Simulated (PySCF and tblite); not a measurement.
The numbers below are computed, except where a source is named.
2 E/Z isomers of C5H7FO2, numbered alike:

```
isomer                                                 SMILES  descriptors
     A  [CH3:1]/[CH:2]=[C:3](/[F:4])[C:5](=[O:6])[O:7][CH3:8]        2=3 E
     B  [CH3:1]/[CH:2]=[C:3](\[F:4])[C:5](=[O:6])[O:7][CH3:8]        2=3 Z
```

Each isomer is a Boltzmann average at 298.15 K over at most 4 conformers: GFN2-xTB geometries, energies PBE0/def2-SVP (IEF-PCM, acetone) (D3(BJ) added where defined), GFN2-xTB thermal terms. Programs: PySCF with density fitting and tblite.

Equilibrium rotational constants and dipole components of each isomer's leading conformer, in random order:

```
set  A (MHz)  B (MHz)  C (MHz)  abs μa  abs μb  abs μc (D)
  P     4887     1205      978    0.45    0.18        0.00
  Q     3509     1487     1058    0.24    0.25        0.00
```

Match sets and isomers.

P is B (Cs), Q is A (Cs).

The whole study took 3.8 min on 1 thread of Arm Neoverse V1, shared host (rough), peak memory 1.1 GiB, launched as `OMP_NUM_THREADS=1 python ens_run.py task.json out`.
